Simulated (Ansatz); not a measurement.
The same path of C2H2NSi (6 atoms, charge 0, multiplicity 2) was run twice with different band settings.

All numbers below come from UKS PBE0-D4/def2-SVP in Ansatz.

Relaxed end points:

```xyz
6
Properties=species:S:1:pos:R:3
N 1.614 -1.081 1.106
C 1.081 -0.531 0.097
C -0.180 0.095 -0.041
Si -1.688 0.688 0.369
H 1.681 -0.522 -0.845
H -2.508 1.351 -0.686
```

```xyz
6
Properties=species:S:1:pos:R:3
N 1.556 -1.097 1.182
C 1.071 -0.540 0.151
C -0.198 0.081 0.038
Si -1.451 0.905 -0.701
H 1.698 -0.534 -0.771
H -2.676 1.186 0.101
```

Common settings: spring 5.0 eV/Å²; optimiser quadratic models (default); start path through a guess of the saddle point; force threshold 0.05 eV/Å; iteration limit 60; end points relaxed.

| run | movable images | climbing image |
| --- | --- | --- |
| 1 | 5 | yes |
| 2 | 4 | no |

(1) What does each run give, and how far can it be trusted?

Answers

(1) Run 1: converged after 15 iterations, highest image 0.022 eV above the first end. A vibrational analysis at the climbing image gives one clearly imaginary mode, 116i cm⁻¹: a first-order saddle point.
Run 2: converged after 15 iterations, highest image 0.017 eV above the first end. No image climbed, so the highest image needn't sit at the top of the path.
